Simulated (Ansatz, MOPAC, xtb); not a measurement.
Spectroscopic constants of YS, multiplicity 2 (lowest of 2S+1 = 2, 4, 6 at CCSD(T)/def2-TZVPP on PBE0 minima; our sources give no spin for the ground state, which may be another). No spin–orbit coupling.

The constants come from a fifth-degree fit in 1/R (seven points, main isotopes). In def2 and cc sets the state is the lowest found near the PBE0 minimum, followed along R.

Correlated levels freeze the inner cores; with def2 sets outer-core shells near the valence are correlated too. CBS(a, b) extrapolates the correlation energy as X⁻³ and adds the Hartree–Fock energy of set b. The state that PM7 reach isn't checked; PM7 holds dispersion and hydrogen-bond terms.

Run with Ansatz (an electronic-structure program) with Gaussian orbitals; MOPAC for PM7 (differences of heats of formation); xtb for the GFN methods.  In def2 rows elements past Kr take small-core potentials, without spin–orbit coupling. The GFN methods have no spin term and hold the electronic entropy of 300 K.

```csv
level,r_e (Å),ω_e (cm⁻¹),ω_e x_e (cm⁻¹),dipole (D)
PM7,2.238,426,0.82,-
GFN1-xTB,2.337,481,2.1,-
SVWN5/def2-TZVPP,2.260,497,1.2,5.79
B97M-V/def2-TZVPP,2.280,491,1.1,6.15
B3LYP/def2-TZVPP,2.283,[?],1.1,6.33
CCSD/def2-TZVPP,2.286,502,1.0,-
CCSD(T)/def2-TZVPP,2.296,487,1.2,-
"CCSD(T)/CBS(def2-TZVPP, def2-QZVPP)",[?],[?],1.1,-
```

### Question
What belongs in the gaps?

### Answer

- CCSD(T)/CBS(def2-TZVPP, def2-QZVPP), r_e (Å): 2.277
- CCSD(T)/CBS(def2-TZVPP, def2-QZVPP), ω_e (cm⁻¹): 495
- B3LYP/def2-TZVPP, ω_e (cm⁻¹): 490
